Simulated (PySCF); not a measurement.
## Computed spin Hamiltonian

Species: C6H9F2 (doublet state).
Numbering: `[CH2:1][C@H:2]([F:3])/[CH:4]=[C:5](\[CH3:6])[CH2:7][F:8]` (hydrogens: H9, H10 on C1; H11 on C2; H12 on C4; H13, H14, H15 on C6; H16, H17 on C7)

Cartesian coordinates in Å at the GFN2-xTB level; atoms count from 1:
```xyz
17
C6H9F2 angstrom
C      2.3756   -0.2545    0.5002
C      1.6919    0.2837   -0.6849
F      1.5570    1.6600   -0.6168
C      0.3464   -0.4101   -0.7472
C     -0.7566   -0.0702   -0.0862
C     -0.9156    1.1097    0.8207
C     -2.0221   -0.8710   -0.2396
F     -1.8941   -1.9111   -1.1224
H      2.8453   -1.2147    0.4438
H      2.2288    0.2075    1.4555
H      2.2450    0.0848   -1.6130
H      0.3455   -1.2944   -1.3667
H     -1.5181    0.8406    1.6869
H      0.0435    1.4844    1.1584
H     -1.4253    1.9156    0.2928
H     -2.3182   -1.3112    0.7210
H     -2.8360   -0.2372   -0.6125
```

The hyperfine couplings belong to this conformer and change with its torsions.

The calculation used PySCF 2.14.0, UKS B3LYP, pcH-1 on C F H, non-relativistic, mean-field spin-orbit, GIAO. Geometry: GFN2-xTB, one conformer, isolated molecule. Couplings are sensitive to structure, and on GFN2-xTB geometries they can be far from those on DFT ones. The SCF solution wasn't tested for stability.

| Item | Value |
| --- | --- |
| g1, g2, g3 | 2.00214, 2.00262, 2.00272 |
| g_iso | 2.00249 |
| Form of g | rhombic: the two nearest values differ by 17 % of g3 − g1 |
| ⟨S²⟩ | 0.7552 (exact 0.7500) |
| HOMO–LUMO gap, α and β orbitals | 5.77, 5.11 eV |
| Total energy | -433.67853 Eh |

Hyperfine couplings atom by atom, in mT; T1 to T3 are the principal values of the dipolar part; ρ(0) is the spin density at the nucleus (MHz turned into mT with g_iso):

```tsv
atom	isotope	a_iso	T1	T2	T3	Mulliken spin population	ρ(0) (bohr⁻³)
C1	13C	3.23	-2.87	-2.84	5.72	1.04	0.0804
C2	13C	-1.05	-0.11	-0.02	0.13	-0.06	-0.0262
F3	19F	0.89	-0.70	-0.56	1.26	0.00	0.0059
C4	13C	2.28	-0.40	-0.07	0.47	-0.02	0.0568
C5	13C	0.32	-0.32	-0.28	0.60	0.10	0.0080
C6	13C	-0.11	-0.02	-0.01	0.02	0.00	-0.0026
C7	13C	-0.05	-0.02	-0.01	0.03	-0.01	-0.0014
F8	19F	0.05	-0.04	-0.01	0.05	0.00	0.0004
H9	1H	-2.22	-1.38	-0.02	1.40	-0.04	-0.0139
H10	1H	-2.09	-1.37	-0.02	1.39	-0.04	-0.0131
H11	1H	1.72	-0.20	-0.16	0.36	0.02	0.0108
H12	1H	-0.04	-0.15	-0.06	0.21	0.00	-0.0002
H13	1H	0.17	-0.05	-0.03	0.08	0.00	0.0011
H14	1H	0.01	-0.10	-0.06	0.16	0.00	0.0001
H15	1H	0.30	-0.05	-0.02	0.07	0.00	0.0019
H16	1H	0.46	-0.04	-0.03	0.07	0.01	0.0029
H17	1H	0.26	-0.04	-0.03	0.07	0.00	0.0016
```

Largest spin populations (Mulliken): C1 (+1.04), C5 (+0.10) and C2 (-0.06). No atom but C1 exceeds +0.15. The angles at C1 add up to 358.8°, so it is planar; its axial dipolar tensor and the negative couplings of its protons fit spin in a p orbital normal to that plane.

Under fast tumbling the dipolar parts average out, and these isotropic splittings remain (the largest six): 2 × 1H (H9/H10, I = 1/2, 3 lines) with 2.15 mT, 1 × 1H (H11, I = 1/2, 2 lines) with 1.72 mT, 1 × 19F (F3, I = 1/2, 2 lines) with 0.89 mT, 1 × 1H (H16, I = 1/2, 2 lines) with 0.46 mT, 1 × 1H (H17, I = 1/2, 2 lines) with 0.26 mT and 3 × 1H (H13/H14/H15, I = 1/2, 4 lines) with 0.16 mT.

Means are taken over nuclei equivalent by connectivity, which assumes that they swap fast. The three 1H nuclei of mean +4.6 MHz run from 0.4 to 8.5 MHz in the frozen geometry.

The 13C coupling of C1 (90.4 MHz) shows only in satellite lines or after enrichment, since that isotope makes up about 1.07 % of natural carbon.

β density exceeds α density at some nuclei, such as C2 (-0.0262), H9/H10 (-0.0135) and C6 (-0.0026), spin density in bohr⁻³. In a single determinant that takes different orbitals for the two spins, that is spin polarisation.
